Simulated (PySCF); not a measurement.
## Orbital picture of CsO⁺

PBE0 at R = 3.327 Å; Cs def2-SVP with ECP46, O def2-SVP; scalar-relativistic core potentials (PySCF 2.14). State: ³Σ⁻ (triplet), unpaired electrons π ↑↑. Only the outer orbitals are listed, counted within each symmetry, core potentials removing the inner ones.

| spin | orbital | occ. | ε (eV) | on Cs (%) | main shells (%) |
| --- | --- | --- | --- | --- | --- |
| α | 2σ | 1 | -34.44 | 100 | 100 Cs s |
| α | 3σ | 1 | -32.43 | 0 | 100 O s |
| α | 1π | 1 | -19.98 | 100 | 100 Cs p |
| α | 1π | 1 | -19.98 | 100 | 100 Cs p |
| α | 4σ | 1 | -19.95 | 99 | 99 Cs p |
| α | 2π | 1 | -17.39 | 0 | 100 O p |
| α | 2π | 1 | -17.39 | 0 | 100 O p |
| α | 5σ | 1 | -15.23 | 2 | 98 O p |
| α | 6σ | 0 | -4.86 | 100 | 99 Cs s |
| α | 3π | 0 | -2.97 | 100 | 86 Cs d, 14 Cs p |
| α | 3π | 0 | -2.97 | 100 | 86 Cs d, 14 Cs p |
| β | 2σ | 1 | -34.44 | 100 | 100 Cs s |
| β | 3σ | 1 | -27.62 | 1 | 99 O s |
| β | 1π | 1 | -19.98 | 100 | 100 Cs p |
| β | 1π | 1 | -19.98 | 100 | 100 Cs p |
| β | 4σ | 1 | -19.94 | 99 | 100 Cs p |
| β | 5σ | 1 | -13.75 | 3 | 97 O p |
| β | 2π | 0 | -8.44 | 3 | 97 O p |
| β | 2π | 0 | -8.44 | 3 | 97 O p |
| β | 6σ | 0 | -4.81 | 100 | 99 Cs s |

Problem. Which are the highest filled and the lowest empty level, where do they sit, and how wide is the gap?

Solution. Highest filled β 5σ at -13.75 eV (in %: 97 O p); lowest empty β 2π at -8.44 eV (in %: 97 O p); the gap at PBE0 is 5.31 eV.

```json
{
 "bond order (Mayer)": "0.11",
 "⟨S²⟩": "2.003",
 "charge on Cs (Mulliken, basis-dependent)": "0.94",
 "charge on Cs (Löwdin, basis-dependent)": "0.88",
 "dipole moment (positive dipole points towards O; it is taken about the centre of mass and depends on that origin)": "-1.21 D",
 "polarisability along the bond": "20.4 bohr³",
 "polarisability across the bond": "17.7 bohr³"
}
```

Spin–orbit coupling is left out. The state is the lowest determinant that a PBE0 search found; another state may lie lower at other levels.
